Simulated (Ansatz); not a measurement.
A run for Ansatz (an electronic-structure program): R-CCSD(T)/cc-pVDZ on C3H8O2 (SMILES COCOC), a point of a torsion scan.

Ansatz 0.2 input:
```yaml
crystal:
  periodic: [false, false, false]
  atoms:
    - {symbol: C, position_ang: [2.07127938, 0.40641391, -0.11062129]}
    - {symbol: O, position_ang: [1.38829881, -0.65121767, 0.53610128]}
    - {symbol: C, position_ang: [0.03171279, -0.44144734, 0.71763828]}
    - {symbol: O, position_ang: [-0.55676199, 0.16464740, -0.40121868]}
    - {symbol: C, position_ang: [-1.94487921, 0.31778108, -0.26871142]}
    - {symbol: H, position_ang: [1.94740922, 1.34667557, 0.43812389]}
    - {symbol: H, position_ang: [1.71408096, 0.53783889, -1.13333497]}
    - {symbol: H, position_ang: [3.11999644, 0.11787885, -0.11452522]}
    - {symbol: H, position_ang: [-0.41078277, -1.43074174, 0.91665818]}
    - {symbol: H, position_ang: [-0.14608171, 0.21034746, 1.60612612]}
    - {symbol: H, position_ang: [-2.19277561, 0.93759579, 0.60238516]}
    - {symbol: H, position_ang: [-2.44442784, -0.65274172, -0.16365849]}
    - {symbol: H, position_ang: [-2.28714923, 0.80947739, -1.17644721]}
basis:
  gaussian:
    orbitals: cc-pVDZ
magnetization: {spin_polarized: false}
correlation: {method: ccsd_t, electrons: outside_noble_gas}
scf: {lower_state_search: off}
```

The head of its log:

```
WARN ansatz: RAYON_NUM_THREADS=1 ignored (pool sized by the plan → 1); use --threads N
Functional definition: HF
these checks for a lower state are left out or cut short: stability, starts, cluster_reference, orbital_swaps, neighbouring_geometries, increment
integrals: 0.16 GiB planned
991 factors; integrals over basis functions are off by at most 1.3e-3 eV
mean field: 0.30 GiB planned
mean field evaluation 1: about -7289.0285 eV, gradient 3.2e1 eV
mean field evaluation 2: about -7289.2550 eV, gradient 3.2e1 eV
mean field evaluation 4: about -7291.7008 eV, gradient 4.3e0 eV
mean field evaluation 8: about -7291.7461 eV, gradient 1.6e-1 eV
mean field -7291.74618931 eV, -267.9667299340 hartree, gradient 5.8e-6 eV, S^2 0.000000; 0 other end points of the search recorded, 0 dependent functions left out
5 core orbitals not correlated
reference -7291.74618931 eV, -267.9667299340 hartree; 16, 16 occupied and 89, 89 virtual orbitals, 991 factors
```

Question: Predict the final total energy.

Answer: -268.8396 hartree (reference determinant -267.9667, T1 diagnostic 0.010).
